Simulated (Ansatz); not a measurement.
Computed with Ansatz on PBE0-D4/def2-TZVP structures; ΔE is electronic, products minus reactants. CCSD(T)/CBS is the MP2 limit (def2-TZVPP, def2-QZVPP) plus CCSD(T) − MP2 in def2-TZVPP, frozen cores. This one scheme is used for every species. DFT in def2-TZVPP. For Br outer-core shells are correlated without core-valence functions, which leaves a few kJ/mol of doubt a bond. Scalar relativity is left out up to krypton. One conformer a species, not always the lowest.

Consider the ligand exchange at the Al–F bond: `[OH][Al]([F])[Br]` + silanol → `[OH][Al]([Br])[O][SiH3]` + H–F.

| level | ΔE (eV) |
| --- | --- |
| B97M-V | 0.27 |
| CAM-B3LYP-D4 | 0.23 |
| ωB97X-V | 0.24 |
| PBE-QIDH | 0.21 |
| PBE | 0.31 |
| r2SCANh | 0.26 |
| HF/def2-QZVPP | 0.24 |
| HF/CBS(def2) | 0.24 |

Q: What does CCSD(T)/CBS give? (Estimate.)

A: Ansatz gave: +0.20 eV. The listed levels differ from it by 0.07, 0.03, 0.04, 0.01, 0.11, 0.06, 0.04, 0.04 eV.

Largest T1 diagnostic among the species: 0.011.

From r2SCAN to r2SCAN0 (25 % exact exchange), in def2-TZVPP and without D4, ΔE moves by −0.03 eV. In def2-TZVPP, CCSD(T) changes the Hartree–Fock value by −0.04 eV (the triples alone add −0.00 eV) and MP2 by −0.05 eV. Leaving LDA and LC-ωPBE aside and taking each functional with its dispersion term where it has one, the values, not all of them listed here, spread over 0.09 eV, from BHLYP-D4 to B97M-V. LDA lies −0.06 eV from PBE without D4.
